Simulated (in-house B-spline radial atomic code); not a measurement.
Removal energies of one electron outside the [Kr] 4d10 5s2 core along the 49-electron series, with the parts due to correlation (partial-wave tail included) and to Breit and QED terms, both contained in the total; recoil is left out. Computed with a B-spline radial code for spherical atoms: frozen-core Dirac-Hartree-Fock with a screened correlation potential.

| ion | Z | removal energy of 5p1/2 (eV) | correlation part of 5p1/2 (eV) | Breit and QED part of 5p1/2 (eV) | removal energy of 5p3/2 (eV) | correlation part of 5p3/2 (eV) | Breit and QED part of 5p3/2 (eV) |
| --- | --- | --- | --- | --- | --- | --- | --- |
| In | 49 | 6.0251 | 0.88196 | -0.0031293 | 5.7364 | 0.83799 | 0.00019306 |
| Sn+ | 50 | ? | ? | ? | ? | ? | ? |
| Sb2+ | 51 | ? | ? | ? | ? | ? | ? |
| Te3+ | 52 | 37.854 | 1.2417 | -0.026776 | 36.693 | 1.2021 | -0.012664 |
| I4+ | 53 | 51.665 | 1.3162 | -0.03717 | 50.131 | 1.2767 | -0.01867 |

(1) Fill in the row of Sn+.

(2) Fill in the row of Sb2+.

## Answers

(1) removal energy of 5p1/2 (eV): 14.856; correlation part of 5p1/2 (eV): 1.0477; Breit and QED part of 5p1/2 (eV): -0.0098111; removal energy of 5p3/2 (eV): 14.314; correlation part of 5p3/2 (eV): 1.007; Breit and QED part of 5p3/2 (eV): -0.0032382.

(2) removal energy of 5p1/2 (eV): 25.543; correlation part of 5p1/2 (eV): 1.1555; Breit and QED part of 5p1/2 (eV): -0.017681; removal energy of 5p3/2 (eV): 24.712; correlation part of 5p3/2 (eV): 1.1157; Breit and QED part of 5p3/2 (eV): -0.0075332.
